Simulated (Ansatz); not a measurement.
Ansatz (a first-principles code) input (CCSD(T)/aug-cc-pV(D+d)Z):
A basis named .json is the Basis Set Exchange file of that set.

Ansatz 0.2 input:
```yaml
crystal:
  periodic: [false, false, false]
  atoms:
    - {symbol: Si, position_ang: [-0.00789627, -0.00196085, -0.00193559]}
    - {symbol: F, position_ang: [-0.45682632, -1.01872183, -1.13076924]}
    - {symbol: F, position_ang: [-0.66596914, -0.52983103, 1.33395753]}
    - {symbol: F, position_ang: [-0.63343346, 1.39171069, -0.40516989]}
    - {symbol: N, position_ang: [1.64534982, 0.16650794, 0.21106221]}
    - {symbol: H, position_ang: [2.19308874, -0.49234759, 0.73821720]}
    - {symbol: H, position_ang: [2.20607038, 0.76582368, -0.37072016]}
basis:
  gaussian:
    orbitals: aug-cc-pV_D+d_Z.json
magnetization: {spin_polarized: false}
correlation: {method: ccsd_t, electrons: outside_noble_gas}
output: {forces: true}
```

Output:

```
Functional definition: HF
integrals: 0.36 GiB planned
1371 factors; integrals over basis functions are off by at most 4.9e-4 eV
mean field: 0.72 GiB planned
mean field evaluation 1: about -17497.4553 eV, gradient 4.8e1 eV
mean field evaluation 2: about -17497.5871 eV, gradient 4.8e1 eV
mean field evaluation 4: about -17501.4517 eV, gradient 2.5e0 eV
mean field evaluation 8: about -17501.4782 eV, gradient 1.7e-1 eV
mean field evaluation 16: about -17500.2477 eV, gradient 2.5e1 eV
mean field -17501.47830971 eV, -643.1674649536 hartree, gradient 2.3e-6 eV, S^2 0.000000; 0 other end points of the search recorded, 0 dependent functions left out
9 core orbitals not correlated
reference -17501.47830971 eV, -643.1674649536 hartree; 16, 16 occupied and 117, 117 virtual orbitals, 1371 factors
densities: 1.98 GiB planned
second order -24.10453023 eV of doubles, -0.00000000 eV of singles
coupled cluster: 1.13 GiB planned
cycle   1  -23.95579518 eV  change    1.5e-1 eV  update   1.1e-1
cycle   2  -24.42376157 eV  change   -4.7e-1 eV  update   2.8e-2
cycle   3  -24.54070517 eV  change   -1.2e-1 eV  update   1.4e-2
cycle   4  -24.53273480 eV  change    8.0e-3 eV  update   2.4e-3
cycle   5  -24.52978223 eV  change    3.0e-3 eV  update   9.0e-4
cycle   6  -24.53029972 eV  change   -5.2e-4 eV  update   2.5e-4
cycle   7  -24.53032238 eV  change   -2.3e-5 eV  update   8.2e-5
cycle   8  -24.53025339 eV  change    6.9e-5 eV  update   2.5e-5
cycle   9  -24.53024550 eV  change    7.9e-6 eV  update   9.0e-6
perturbative correction -0.60169335 eV, -0.0221118227 hartree
the calculation of the forces begins
Total energy: -17526.61024855 eV, -644.0910466711 hartree
Atom 0 at    -0.007896    -0.001961    -0.001936 Å, force     0.453917    -0.010066    -0.002035 eV/Å
Atom 1 at    -0.456826    -1.018722    -1.130769 Å, force    -0.274885    -0.543224    -0.604132 eV/Å
Atom 2 at    -0.665969    -0.529831     1.333958 Å, force    -0.352594    -0.297759     0.737737 eV/Å
Atom 3 at    -0.633433     1.391711    -0.405170 Å, force    -0.334561     0.770400    -0.228729 eV/Å
Atom 4 at     1.645350     0.166508     0.211062 Å, force     0.133467     0.112379     0.128077 eV/Å
Atom 5 at     2.193089    -0.492348     0.738217 Å, force     0.185038    -0.248620     0.190099 eV/Å
Atom 6 at     2.206070     0.765824    -0.370720 Å, force     0.189617     0.216891    -0.221018 eV/Å
Dipole moment:     0.591390     0.007333     0.016465 e Å
```
